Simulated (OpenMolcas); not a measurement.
## How basis sets differ on SnH2O2 (SMILES [OH][Sn][OH])

SnH2O2: 5 atoms, total charge 0, spin state singlet. As SMILES, `[OH][Sn][OH]`. Geometry: relaxed at PBE0-D4/def2-TZVP. This is one conformer, not always the lowest.

```xyz
5

O    -0.9843    0.1778   -0.6138
Sn   -0.1537   -0.9439    0.8009
O     1.5618    0.0029    0.6361
H    -1.9012   -0.0056   -0.8314
H     1.5272    0.6951   -0.0333
```

Quantity: the HOMO–LUMO gap, in eV. The values are calculated.

```tsv
level	kind	program	value (eV)
HF/ANO-RCC-MB (DKH2)	Hartree–Fock	OpenMolcas	10.48
HF/STO-3G	Hartree–Fock	OpenMolcas	10.80
HF/3-21G	Hartree–Fock	OpenMolcas	10.31
HF/def2-SVP (core potential)	Hartree–Fock	OpenMolcas	10.74
```

All-electron rows without a relativistic Hamiltonian named are non-relativistic, while core potentials hold scalar relativity, so basis and relativity change together. The values span 10.31 to 10.80 eV. A Hartree–Fock LUMO above zero doesn't converge with the basis: it sinks as sets grow more diffuse. Orbital gaps aren't excitation energies.
